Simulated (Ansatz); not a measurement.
```yaml
crystal:
  periodic: [false, false, false]
  atoms:
    - {symbol: Ge, position_ang: [0.339156, 0.523397, 0.948937]}
    - {symbol: C, position_ang: [-0.001473, 0.472228, 2.886662]}
    - {symbol: H, position_ang: [0.459460, -0.430615, 3.334696]}
    - {symbol: H, position_ang: [-1.089666, 0.456525, 3.099893]}
    - {symbol: H, position_ang: [0.431463, 1.366767, 3.377982]}
    - {symbol: C, position_ang: [2.276538, 0.632939, 0.613471]}
    - {symbol: H, position_ang: [2.497172, 0.817586, -0.456021]}
    - {symbol: H, position_ang: [2.763628, -0.315406, 0.915063]}
    - {symbol: H, position_ang: [2.714886, 1.461833, 1.206295]}
    - {symbol: C, position_ang: [-0.546839, 2.108223, 0.160445]}
    - {symbol: H, position_ang: [-1.642351, 2.061460, 0.321941]}
    - {symbol: H, position_ang: [-0.356504, 2.170176, -0.929857]}
    - {symbol: H, position_ang: [-0.160912, 3.036494, 0.630695]}
    - {symbol: N, position_ang: [-0.319414, -1.119247, 0.350993]}
    - {symbol: C, position_ang: [-0.565606, -1.508604, -1.037283]}
    - {symbol: C, position_ang: [0.631192, -1.157128, -1.925834]}
    - {symbol: C, position_ang: [-1.873006, -0.940705, -1.622123]}
    - {symbol: H, position_ang: [-1.073223, -1.450811, 0.962821]}
    - {symbol: H, position_ang: [-0.659038, -2.622270, -1.050665]}
    - {symbol: H, position_ang: [0.753918, -0.056130, -2.019162]}
    - {symbol: H, position_ang: [0.493117, -1.558130, -2.950051]}
    - {symbol: H, position_ang: [1.570221, -1.572815, -1.508940]}
    - {symbol: H, position_ang: [-1.828303, 0.166854, -1.689440]}
    - {symbol: H, position_ang: [-2.074482, -1.338626, -2.640025]}
    - {symbol: H, position_ang: [-2.739926, -1.204005, -0.980492]}
basis:
  gaussian: {orbitals: "6-31G*"}
hamiltonian: {xc: {name: B97M-V}}
scf: {omitted_lower_state_checks: [starts]}
output: {forces: true}
```

```sh
$ ansatz run in.yaml --threads 4 --pin off --events-out ev --progress --plain --max-ram 6963MiB
```

It prints (some lines left out):

```
Functional definition: B97M-V
2301 factors; their error is unknown
mean field evaluation 1: about -64471.1506 eV, gradient 9.1e1 eV
mean field evaluation 2: about -64452.6083 eV, gradient 1.2e2 eV
mean field evaluation 4: about -64490.0362 eV, gradient 5.7e0 eV
mean field evaluation 8: about -64490.1166 eV, gradient 4.0e-1 eV
mean field evaluation 16: about -64489.9811 eV, gradient 4.4e-3 eV
mean field -64489.98113259 eV, -2369.9630937433 hartree, gradient 8.0e-5 eV, S^2 0.000000; 0 other end points of the search recorded, 0 dependent functions left out
reference -64489.98118997 eV, -2369.9630958520 hartree; 46, 46 occupied and 128, 128 virtual orbitals, 2301 factors
Total energy: -64489.98118997 eV, -2369.9630958520 hartree
Atom 0 at     0.339156     0.523397     0.948937 Å, force    -0.016668     0.090748    -0.021964 eV/Å
Atom 1 at    -0.001473     0.472228     2.886662 Å, force    -0.049821    -0.032898     0.205525 eV/Å
Atom 2 at     0.459460    -0.430615     3.334696 Å, force    -0.246482     0.465799    -0.183304 eV/Å
Atom 3 at    -1.089666     0.456525     3.099893 Å, force     0.546209     0.002586    -0.063474 eV/Å
Atom 4 at     0.431463     1.366767     3.377982 Å, force    -0.223811    -0.456664    -0.217985 eV/Å
Atom 5 at     2.276538     0.632939     0.613471 Å, force     0.195986    -0.031331    -0.043235 eV/Å
Atom 6 at     2.497172     0.817586    -0.456021 Å, force    -0.072975    -0.095314     0.531291 eV/Å
Atom 7 at     2.763628    -0.315406     0.915063 Å, force    -0.198440     0.493649    -0.157710 eV/Å
Atom 8 at     2.714886     1.461833     1.206295 Å, force    -0.184789    -0.418878    -0.297626 eV/Å
Atom 9 at    -0.546839     2.108223     0.160445 Å, force    -0.092104     0.142870    -0.088413 eV/Å
Atom 10 at    -1.642351     2.061460     0.321941 Å, force     0.529829     0.064732    -0.099980 eV/Å
Atom 11 at    -0.356504     2.170176    -0.929857 Å, force    -0.116435     0.002925     0.516140 eV/Å
Atom 12 at    -0.160912     3.036494     0.630695 Å, force    -0.209506    -0.432364    -0.248232 eV/Å
Atom 13 at    -0.319414    -1.119247     0.350993 Å, force    -0.144365    -0.129380     0.096891 eV/Å
Atom 14 at    -0.565606    -1.508604    -1.037283 Å, force    -0.139261    -0.279637    -0.114569 eV/Å
Atom 15 at     0.631192    -1.157128    -1.925834 Å, force     0.133503     0.090021    -0.021187 eV/Å
Atom 16 at    -1.873006    -0.940705    -1.622123 Å, force    -0.112488     0.090428    -0.034408 eV/Å
Atom 17 at    -1.073223    -1.450811     0.962821 Å, force     0.321107     0.202993    -0.382764 eV/Å
Atom 18 at    -0.659038    -2.622270    -1.050665 Å, force     0.042541     0.509958     0.022684 eV/Å
Atom 19 at     0.753918    -0.056130    -2.019162 Å, force    -0.072274    -0.482101     0.055879 eV/Å
Atom 20 at     0.493117    -1.558130    -2.950051 Å, force     0.044406     0.191095     0.509588 eV/Å
Atom 21 at     1.570221    -1.572815    -1.508940 Å, force    -0.467393     0.208895    -0.193973 eV/Å
Atom 22 at    -1.828303     0.166854    -1.689440 Å, force    -0.001231    -0.509562     0.043825 eV/Å
Atom 23 at    -2.074482    -1.338626    -2.640025 Å, force     0.109568     0.185743     0.486000 eV/Å
Atom 24 at    -2.739926    -1.204005    -0.980492 Å, force     0.424893     0.125686    -0.298998 eV/Å
Dipole moment:    -0.094654     0.065776     0.018146 e Å
Checks for a lower state left out: starts
```

It took 22 s on 4 threads of Arm Neoverse V1 on a shared host.

The 6-31G sets use Cartesian d functions.
